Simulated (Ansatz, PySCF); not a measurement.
This Ansatz (a first-principles code) input computes a SVWN5/def2-TZVPD energy:

Ansatz 0.2 input:
```yaml
crystal:
  periodic: [false, false, false]
  atoms:
    - {symbol: In, position_ang: [0.36842641, 0.01694694, -0.04125405]}
    - {symbol: F, position_ang: [-1.17184601, 1.14857724, -0.90537362]}
    - {symbol: F, position_ang: [-0.83403113, -1.24084394, 1.12997899]}
basis:
  gaussian:
    orbitals: def2-TZVPD
hamiltonian:
  xc: {name: SVWN5}
total_charge: -1
output: {forces: true}
```

### Question
Write an input for the same energy in PySCF and say what it gives.

### Answer

```python
from pyscf import gto, scf, dft

mol = gto.M(
    atom='''
    In    0.36842641    0.01694694   -0.04125405
    F    -1.17184601    1.14857724   -0.90537362
    F    -0.83403113   -1.24084394    1.12997899
    ''',
    basis='def2-tzvpd',
    ecp='def2-tzvp',
    charge=-1,
    spin=0,
    verbose=4,
)

mf = dft.RKS(mol, xc='svwn').density_fit(auxbasis='def2-universal-jkfit')
mf.grids.level = 3
mf.conv_tol = 1e-9
mf.max_cycle = 100
mf.max_memory = 1500
mf.kernel()
if not mf.converged:
    mf = mf.newton()
    mf.kernel(mf.make_rdm1())
mf.analyze()
```
It gives -388.50282 Eh, and Ansatz -388.50277 Eh, a difference of 0.05 mEh, from the treatment of integrals and grids.
